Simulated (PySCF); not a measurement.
A GIAO shielding run with PySCF 2.14.0 with density-fitted response routines (density fitting, non-relativistic, gas phase) on `InChI=1S/C2H11NSi4/c3-1-2-7(5)6-4/h7H,2,6H2,4-5H3/t7-/m0/s1`:

```
$ OMP_NUM_THREADS=1 python probes_run.py task.json out

{"job": {"kind": "nmr", "xc": "PBE0", "basis": "pcSseg-1"}, "charge": 0, "multiplicity": 1}
N     -2.564711     1.642303     2.428670
C     -1.658769     1.504412     1.740941
C     -0.555012     1.271363     0.874758
Si    -0.630278    -0.546803     0.193084
Si    -2.733053    -0.865969    -0.753679
Si     1.338498    -0.760787    -1.046514
Si     3.290822     0.046945    -0.084518
H     -0.594277     1.987785     0.052552
H      0.370686     1.437207     1.427886
H     -0.495869    -1.349222     1.428898
H     -2.963506     0.118282    -1.817455
H     -2.790886    -2.191442    -1.378392
H     -3.850011    -0.762118     0.183460
H      1.476134    -2.182795    -1.396706
H      1.132049    -0.108032    -2.352539
H      4.513755    -0.251346    -0.831933
H      3.473370    -0.490122     1.267342
H      3.232300     1.506659     0.052489
```

Hardware: 1 thread of an Arm Neoverse N1, shared host. The job also computes population analyses, field gradients.

(1) How large is the calculation?

(2) How long does it take, and how much memory does it need?

Answers

(1) 86 electrons, 202 basis functions and 1140 auxiliary functions.

(2) 68 s of wall time, with 14 SCF cycles and 5 response iterations; peak memory 0.94 GiB. Times on a shared host scatter by some tens of per cent.
